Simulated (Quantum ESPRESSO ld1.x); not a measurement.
Problem. All-electron atom: Br17+ in [Ar] (the NIST ground configuration). Method: non-relativistic Kohn-Sham, LDA (Slater exchange, Perdew-Zunger correlation), spin-polarised, spherical densities, point nucleus; computed with ld1.x of Quantum ESPRESSO 7.5. Some entries of the table are withheld. Estimate them.

| orbital | occ. | eigenvalue (eV) | <r> (bohr) |
|---|---|---|---|
| 1s | 2 | -13690.8 | 0.04375 |
| 2s | 2 | -2305.00 | 0.1927 |
| 2p | 6 | (1) | 0.1662 |
| 3s | 2 | (2) | 0.4990 |
| 3p | 6 | (3) | 0.4869 |
| 3d | 0 | -603.383 | 0.4423 |
| 4s | 0 | -356.844 | 0.9938 |

Solution. 
(1) 2p eigenvalue (eV): -2143.39
(2) 3s eigenvalue (eV): -749.232
(3) 3p eigenvalue (eV): -693.589
